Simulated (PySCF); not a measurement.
**Choosing a basis for TDDFT**

Compound: CH3Cl3SSi.
Numbering: `[SH:1][SiH2:2][C:3]([Cl:4])([Cl:5])[Cl:6]` (hydrogens: H7 on S1; H8, H9 on Si2)

Geometry (PBE0-D3(BJ)/def2-SVP, Å), atoms numbered from 1 in this order:
```
atom  x, y, z in Å
S1     1.683   -0.080   -0.445
Si2   -0.010    0.163    0.822
C3    -1.601    0.483   -0.210
Cl4   -2.950    0.669    0.941
Cl5   -1.896   -0.934   -1.256
Cl6   -1.433    1.943   -1.196
H7     1.198   -1.199   -1.028
H8    -0.304   -1.046    1.637
H9     0.240    1.368    1.654
```

TDDFT with PBE0 (PySCF), vertical singlets, core orbitals frozen in the response, spherical d and f functions. The structure is a single PBE0-D3(BJ)/def2-SVP conformer in the gas phase; no vibrational or solvent corrections.

```
      basis  functions  diffuse  S1 (eV)  S2 (eV)  S3 (eV)  S4 (eV)  S5 (eV)  LUMO (eV)  α (au)
    6-31+G*        134      yes     5.63     6.10     6.14     6.20     6.26      -1.28    90.7
aug-cc-pVDZ        185      yes     5.64     6.10     6.16     6.21     6.24      -1.18   102.0
  def2-TZVP        234       no     5.72     6.13     6.24     6.28     6.47      -1.05    92.1
 def2-TZVPD        291      yes     5.59     6.01     6.12     6.14     6.22      -1.25   103.3
```

How much do these states and the polarisability depend on the basis?

States are compared by their number. Against the largest diffuse basis here (def2-TZVPD, itself not a converged limit), sets without diffuse functions differ by up to 0.14 eV in S1 and 0.25 eV in S5; the smaller diffuse sets differ by up to 0.05 and 0.04 eV. State by state, the largest deviation of a set without diffuse functions is S1 0.14, S2 0.12, S3 0.12, S4 0.13, S5 0.25 eV. The same number needn't mean the same state in each row. Against def2-TZVPD the polarisability deviates by -12% in 6-31+G*, -1% in aug-cc-pVDZ, -11% in def2-TZVP. A single + in a Pople set puts diffuse functions on heavy atoms only.
